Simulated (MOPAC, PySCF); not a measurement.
[Nb(Cl)4(OH)], neutral singlet in the gas phase. 

Cartesian coordinates (Å):
```xyz
7

Nb    -0.0008     0.0033    -0.0949
Cl     0.0478    -1.1676     1.8915
Cl    -0.2933    -1.1165    -2.0908
Cl     0.1581     2.3042    -0.0758
Cl    -2.3329     0.1895     0.1054
O      1.8536    -0.1461    -0.2557
H      2.8190    -0.2236    -0.3421
```
Charge 0, multiplicity 1.

All levels are single points at this geometry (BP86-D3(BJ)/def2-SVP); Pople sets use spherical d functions. Orbital energies aren't observables, and empty levels follow the basis.

```
level                                     HOMO (eV)  LUMO (eV)  gap (eV)  dipole (D)  vertical IE, Delta-SCF (eV)
----------------------------------------  ---------  ---------  --------  ----------  ---------------------------
B3LYP-D3(BJ)/def2-TZVP in PySCF               -8.58      -3.77      4.81        3.43                            –
TPSSh-D3(BJ)/def2-TZVP in PySCF               -8.15      -3.97      4.18        3.48                            –
B3LYP/6-311+G** (LANL2DZ on Nb) in PySCF      -8.74      -4.28      4.46        3.48                            –
PBE/6-31G* (LANL2DZ on Nb) in PySCF           -7.58      -4.54      3.04        3.90                            –
HF/6-31G* (LANL2DZ on Nb) in PySCF           -12.27      -1.36     10.91        4.19                        11.93
PM6 in MOPAC                                 -10.58      -1.18      9.40        3.83                            –
```
